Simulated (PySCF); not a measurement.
C3H9ClSi (SMILES C[Si](C)(C)Cl), singlet, at a GFN2-xTB geometry. Base run: DF-PBE/def2-SVP run with PySCF.

PySCF was given this input:
```python
from pyscf import gto, scf, dft

mol = gto.M(
    atom='''
C    -0.749786    1.596724   -0.367297
Si    0.169352    0.115071    0.399601
C     1.634702   -0.411308   -0.697683
C    -1.021455   -1.344569    0.682118
Cl    0.909135    0.694425    2.215661
H    -1.167217    1.342949   -1.336705
H    -1.567859    1.925730    0.267133
H    -0.085296    2.444611   -0.507256
H     2.175572   -1.246087   -0.260960
H     1.299491   -0.716841   -1.683894
H     2.342599    0.402248   -0.828328
H    -1.449671   -1.691182   -0.253232
H    -1.842562   -1.063858    1.335576
H    -0.512381   -2.186409    1.142728
''',
    basis='def2-svp',
    charge=0,
    spin=0,
    verbose=3,
)

mf = dft.RKS(mol)
mf.xc = 'pbe'
mf = mf.density_fit(auxbasis='def2-universal-jkfit')
mf.kernel()
mf.analyze()
```

Each row names what was changed in the base input (with any setting that the change needs).

| change | basis functions | E (Eh) | HOMO (eV) | HOMO-LUMO gap (eV) | dipole (D) | core-seconds (rough) |
|---|---|---|---|---|---|---|
| base | 123 | -868.67158 | -6.83 | 7.59 | 1.75 | 10 |
| basis = 6-31G | 71 | [?] | [?] | [?] | [?] | 8 |
| basis = pcseg-0 | 71 | -867.80331 | -7.13 | 7.66 | 2.46 | 7 |
| basis = 6-31G* | [?] | [?] | [?] | 7.64 | [?] | 10 |
| basis = 6-31+G* | 116 | -868.95909 | -7.01 | 6.35 | 2.14 | 10 |
| basis = cc-pVDZ | 123 | [?] | [?] | 7.64 | [?] | 10 |
| basis = pc-1 | 123 | -868.98360 | -7.06 | 7.48 | 2.08 | 10 |
| basis = cc-pV(D+d)Z | 133 | -869.00352 | -6.86 | 7.65 | 1.91 | 10 |
| basis = 6-311G** | 160 | -869.05115 | -7.07 | 7.36 | 2.21 | 20 |
| basis = def2-SVPD | [?] | [?] | -7.07 | [?] | [?] | 20 |
| basis = aug-cc-pVDZ | 204 | -869.01070 | -7.02 | 6.30 | 1.95 | 20 |
| basis = 6-311+G(2d,p) | 205 | -869.06177 | -7.04 | 6.41 | 1.90 | 20 |
| basis = def2-TZVP | 221 | -869.07277 | -7.00 | 7.19 | 1.79 | 20 |

Complete the blanks.


- basis = 6-31G, E (Eh): -868.88405
- basis = 6-31G, HOMO (eV): -6.89
- basis = 6-31G, HOMO-LUMO gap (eV): 7.55
- basis = 6-31G, dipole (D): 2.81
- basis = 6-31G*, basis functions: 96
- basis = 6-31G*, E (Eh): -868.95141
- basis = 6-31G*, HOMO (eV): -6.81
- basis = 6-31G*, dipole (D): 2.22
- basis = cc-pVDZ, E (Eh): -868.99306
- basis = cc-pVDZ, HOMO (eV): -6.84
- basis = cc-pVDZ, dipole (D): 1.96
- basis = def2-SVPD, basis functions: 183
- basis = def2-SVPD, E (Eh): -868.69067
- basis = def2-SVPD, HOMO-LUMO gap (eV): 6.84
- basis = def2-SVPD, dipole (D): 1.98

Totals compare only among sets that treat the same electrons; sets with core potentials leave the core out.
